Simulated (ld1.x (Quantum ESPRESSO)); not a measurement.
# Ni (Z = 28) ultrasoft: all-electron and pseudo phase curves

Ni (Z = 28), ultrasoft, made with ld1.x (Quantum ESPRESSO) 7.5 (BLYP, scalar-relativistic). Core [Ne] 3s2, reference 3p6 3d8 4s2 4p0. Waves: 4s (bound): rcut 1.65, rcutus 2.05 bohr; 4s channel at 0.4 Ry: rcut 1.65, rcutus 2.05 bohr; 3p (bound): rcut 1.10, rcutus 1.15 bohr; 4p (bound, empty): rcut 1.10, rcutus 1.15 bohr; 3d (bound): rcut 1.20, rcutus 1.60 bohr; 3d channel at 1.35 Ry: rcut 1.20, rcutus 1.60 bohr. Local part: all-electron potential smoothed inside 1.40 bohr (lloc = -2). Core correction: a·sin(br)/r model core inside 0.65 bohr. Augmentation charge: built from norm-conserving waves at rcut, not smoothed further.

The phase is arctan(r·u′/u) with u = r·R(r), unwrapped; energies in Ry, scanned from -7 to 5 Ry. A pole is an energy at which the radial function vanishes at the test radius. The pseudo phase is shifted by a multiple of π to meet the all-electron one at the reference energy, and phase errors are pseudo minus all-electron; the curves can meet again beyond the range given. Levels narrower than the energy grid can be missing from the lists of poles.

```
channel  radius (bohr)  reference energy (Ry)  poles, all-electron  poles, pseudo  unbroken range about the reference energy with phases within 0.05 rad  phase error 1 Ry above the reference energy (rad)
      s           2.25                  -0.41                 2.43           2.45                                                        the whole range                                             +0.000
      p           2.25                  -0.09          -5.21, 3.67   -5.21, -2.62                                       not even at the reference energy                                             +0.808
      d           2.25                  -0.65                -0.46          -0.45                                                            -0.8 to 0.2                                             +0.060
```

A Bessel basis up to 400 Ry misses an occupied level by 1.29 Ry, so cutoffs and ghosts were not judged.

Phases in the s channel:

| E (Ry) | all-electron | pseudo |
| --- | --- | --- |
| -7.00 | 1.391 | 1.388 |
| -6.48 | 1.381 | 1.379 |
| -5.96 | 1.371 | 1.369 |
| -5.44 | 1.359 | 1.358 |
| -4.92 | 1.345 | 1.344 |
| -4.40 | 1.327 | 1.326 |
| -3.88 | 1.306 | 1.305 |
| -3.36 | 1.278 | 1.277 |
| -2.84 | 1.239 | 1.238 |
| -2.32 | 1.183 | 1.182 |
| -1.80 | 1.092 | 1.091 |
| -1.28 | 0.921 | 0.920 |
| -0.76 | 0.524 | 0.524 |
| -0.24 | -0.344 | -0.344 |
| 0.28 | -1.022 | -1.022 |
| 0.80 | -1.297 | -1.297 |
| 1.32 | -1.430 | -1.429 |
| 1.84 | -1.509 | -1.508 |
| 2.36 | -1.564 | -1.563 |
| 2.88 | -1.608 | -1.606 |
| 3.40 | -1.647 | -1.644 |
| 3.92 | -1.684 | -1.680 |
| 4.44 | -1.725 | -1.720 |
| 4.96 | -1.774 | -1.768 |
